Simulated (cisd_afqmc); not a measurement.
Input (AFQMC/CISD/def2-QZVPPD; cisd_afqmc is a phaseless AFQMC code with CISD trial states that reads the integrals written by Ansatz): A basis named .json is the Basis Set Exchange file of that set.

Ansatz 0.2 input:
```python
import cisd_afqmc

open("ham.yaml", "w").write("""\
crystal:
  periodic: [false, false, false]
  atoms:
    - {symbol: Te, position_ang: [0.00000000, 0.00000000, 0.00000000]}
basis:
  gaussian:
    orbitals: def2-QZVPPD.json
total_charge: 1
magnetization: {spin_polarized: true, initial_magnetization: 3}
correlation: {method: ccsd, electrons: outside_noble_gas, hamiltonian_folder: ham}
scf: {lower_state_search: full}
""")
rep = cisd_afqmc.ansatz("ham.yaml")
e_ccsd = rep["correlation"]["coupled_cluster"]["energy"]["hartree"]
out = cisd_afqmc.run("ham", e_ccsd, trial="CISD", walkers=100, populations=8, threads=8, dt=0.005, steps=40, early=36, settle=10, least=32,
    cut=5e-5, rank_cut=2e-4, target=0.0004, seconds=1500, seed=1, memory=12960, gpu=False)
```

Output:

```
orbitals 82, occupied [4, 1], factors 440 of 570, rank of the doubles 147 of 393
E(HF) = -266.722714
E(CCSD) on the cut factors = -266.803508, shift to the whole factors 0.000000
Energy of the trial state on the determinant = -266.803412
  tau behind 10.8 of longer steps, mean of the populations' last blocks
   2.0  -266.80660
   4.0  -266.80698
   6.0  -266.80672
   8.0  -266.80672
blocks 323 (0 outliers left out), error by blocks joined: 1: 0.00004, 2: 0.00005, 4: 0.00006, 8: 0.00008, 16: 0.00009
E(AFQMC/CISD) = -266.80677 +/- 0.00009
```

The error still grows at the longest joins of blocks, or few joins were possible, so the printed bar may be too narrow.
